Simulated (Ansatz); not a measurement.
As2H4⁺. Charge 1, multiplicity 2. Geometry PBE0-D4/def2-TZVP; atoms count from 1.

```xyz
6

As    0.924    0.260   -0.695
As   -0.925   -0.258    0.696
H     0.922   -0.906   -1.656
H     0.348    1.337   -1.586
H    -0.349   -1.338    1.582
H    -0.921    0.905    1.660
```

**Question.** Estimate the Mulliken populations from the PBE0/def2-TZVP orbitals of Ansatz.

**Answer.** 
| atom | charge (e) | spin (α − β) |
| --- | --- | --- |
| As1 | 0.13 | 0.47 |
| As2 | 0.13 | 0.47 |
| H3 | 0.18 | 0.02 |
| H4 | 0.18 | 0.02 |
| H5 | 0.18 | 0.02 |
| H6 | 0.18 | 0.02 |
Mulliken values depend strongly on the basis.

**Question.** Where does the spin sit?

**Answer.** Summed by element: As 0.94, H 0.06, of 1 unpaired in all. Largest on single atoms: As1 0.47, As2 0.47, H4 0.02.

**Question.** And the Mayer bond orders between heavy atoms (over 0.3)?

**Answer.** As1–As2 1.19 (2.37 Å).
